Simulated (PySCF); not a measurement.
C₈H₉B.
SMILES: `C#C/C=C/C#CB(C)C`

The closed-shell ground state was solved at several levels (PySCF, density fitting, gas phase, non-relativistic). Isolated species at its PBE0-D3(BJ)/def2-SVP geometry, gas phase.

| level | basis functions | total energy (Eh) | HOMO (eV) | LUMO (eV) | gap (eV) | dipole (D) |
| --- | --- | --- | --- | --- | --- | --- |
| HF/pcSseg-1 | 198 | -332.6953 | -8.81 | 1.24 | 10.05 | 0.40 |
| CAM-B3LYP/def2-SVPD | 252 | -334.5578 | -7.96 | -1.23 | 6.73 | 0.34 |

(1) Estimate the row for PBE0/pcSseg-1, a basis of 198 functions; the other rows only guide the guess.

(2) Over all these levels, which gives the widest orbital gap and which the narrowest?

(3) How far do the dipole and the HOMO energy spread over the levels?

Answers

(1) Total energy -334.5332 Eh, HOMO -6.82 eV, LUMO -2.29 eV, gap 4.53 eV, dipole 0.41 D.

(2) HF/pcSseg-1 (Hartree–Fock, all exact exchange) has the widest, 10.05 eV, and PBE0/pcSseg-1 (global hybrid, 25 % exact exchange) the narrowest, 4.53 eV. The two share the basis. From the narrowest to the widest the HOMO moves by -1.99 eV and the LUMO by +3.53 eV. The HOMO need not be the same orbital at Hartree–Fock and at DFT levels.

(3) The dipole runs from 0.34 to 0.41 D (mean 0.38 D) and the HOMO from -8.81 to -6.82 eV.
